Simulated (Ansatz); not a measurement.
Two isomers of C3H7BFN: A = `BC(CF)N=C`, B = `NCB/C=C/F`.

Calculated with Ansatz (gas phase, PBE0-D4/def2-TZVP geometries, no zero-point term in ΔE). CCSD(T)/CBS adds triple-zeta CCSD(T) − MP2 to the extrapolated MP2 energy (def2 sets, frozen cores). Functionals use def2-TZVPP. B3LYP here is the variant with VWN-RPA as its local correlation; programs differ in this. One conformer a species, not always the lowest.

A:

Z-matrix (Å, degrees):
```
C
C 1 1.517
B 1 1.568 2 109.9
N 1 1.440 2 111.1 3 128.0
H 1 1.115 2 106.1 3 -110.3
F 2 1.386 1 110.3 3 -48.5
H 2 1.093 1 111.3 3 -167.6
H 2 1.093 1 110.1 3 70.2
H 3 1.193 1 121.8 2 134.6
H 3 1.196 1 117.7 2 -49.4
C 4 1.257 1 118.7 2 132.0
H 11 1.100 4 123.3 1 -0.8
H 11 1.089 4 119.4 1 179.1
```

B:

Z-matrix (Å, degrees):
```
C
B 1 1.565
N 1 1.465 2 120.5
H 1 1.101 2 108.1 3 -125.1
H 1 1.101 2 108.1 3 125.1
C 2 1.530 1 121.8 3 -179.8
H 2 1.204 1 120.4 3 0.2
H 3 1.013 1 109.7 2 -57.7
H 3 1.013 1 109.7 2 57.9
C 6 1.331 2 118.2 1 -180.0
H 6 1.088 2 124.2 1 0.0
F 10 1.327 6 123.4 2 -180.0
H 10 1.086 6 124.8 2 -0.0
```

(1) Which is lower in electronic energy at CCSD(T)/CBS, and by how much? (An estimate is asked.)

(2) Give E(B) − E(A) in kJ/mol with B3LYP, CCSD(T)/def2-TZVPP, HF/def2-TZVPP, r2SCAN-D4, B3LYP-D4, ωB97M-V, PBE0-D4. (An estimate is asked.)

Largest T1 diagnostic: 0.012.

Answers

(1) Computed: B, by 75.3 kJ/mol.

(2) Computed: B3LYP -83.8, CCSD(T)/def2-TZVPP -71.5, HF/def2-TZVPP -68.6, r2SCAN-D4 -87.5, B3LYP-D4 -79.3, ωB97M-V -80.5, PBE0-D4 -86.8. None reverses the order clearly.

The D4 term adds +4.5 kJ/mol with B3LYP and +2.4 kJ/mol with PBE0; it sums over pairs of atoms, weighted by their polarisabilities, and B3LYP, whose exchange is more repulsive, gets the larger term.
